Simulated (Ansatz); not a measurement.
C$_{3}$H$_{8}$Cl$_{2}$OSi, singlet, geometry from GFN2-xTB; CASSCF(2,4)/STO-3G (Ansatz, a quantum-chemistry and plane-wave program).

Ansatz was given this input:
Ansatz 0.2 input:
```yaml
crystal:
  periodic: [false, false, false]
  atoms:
    - {symbol: C, position_ang: [-0.55973951, -1.81269506, 1.76668685]}
    - {symbol: C, position_ang: [-0.87057258, -1.27585366, 0.36813485]}
    - {symbol: C, position_ang: [-2.29409756, -0.71590407, 0.32534417]}
    - {symbol: Si, position_ang: [0.42300208, 0.01102246, -0.18785085]}
    - {symbol: O, position_ang: [1.84805286, -0.75828026, -0.12529221]}
    - {symbol: Cl, position_ang: [0.08153478, 0.65716294, -2.07996701]}
    - {symbol: Cl, position_ang: [0.45908446, 1.62471252, 1.03605321]}
    - {symbol: H, position_ang: [0.43594644, -2.24628556, 1.79788151]}
    - {symbol: H, position_ang: [-1.28112915, -2.57956829, 2.04233446]}
    - {symbol: H, position_ang: [-0.61116569, -1.01456102, 2.50365743]}
    - {symbol: H, position_ang: [-0.82390762, -2.12056243, -0.32698603]}
    - {symbol: H, position_ang: [-3.00872451, -1.48535877, 0.61134191]}
    - {symbol: H, position_ang: [-2.54797890, -0.36793188, -0.67335199]}
    - {symbol: H, position_ang: [-2.39884436, 0.11826869, 1.01599547]}
    - {symbol: H, position_ang: [2.68528277, -0.35723896, -0.35308401]}
basis:
  gaussian:
    orbitals: STO-3G
hamiltonian:
  xc: hf
magnetization: {spin_polarized: false}
correlation: {active_space: {window: {electrons: 2, orbitals: 4}}}
```

What the program printed (banner, timings and long lists left out):

```
Functional definition: HF
696 factors; integrals over basis functions are off by at most 3.3e-5 eV
mean field evaluation 1: about -37701.8982 eV, gradient 2.8e1 eV
mean field evaluation 2: about -37702.1485 eV, gradient 2.8e1 eV
mean field evaluation 4: about -37705.3133 eV, gradient 1.6e0 eV
mean field evaluation 8: about -37705.3245 eV, gradient 3.7e-4 eV
mean field -37705.32452751 eV, -1385.6451187992 hartree, gradient 9.6e-7 eV, S^2 0.000000; 0 other end points of the search recorded, 0 dependent functions left out
reference -37705.32452751 eV, -1385.6451187992 hartree; 41, 41 occupied and 14, 14 virtual orbitals, 696 factors
state -37705.73046074 eV, -1385.6600365700 hartree
Total energy: -37705.73046074 eV, -1385.6600365700 hartree
```
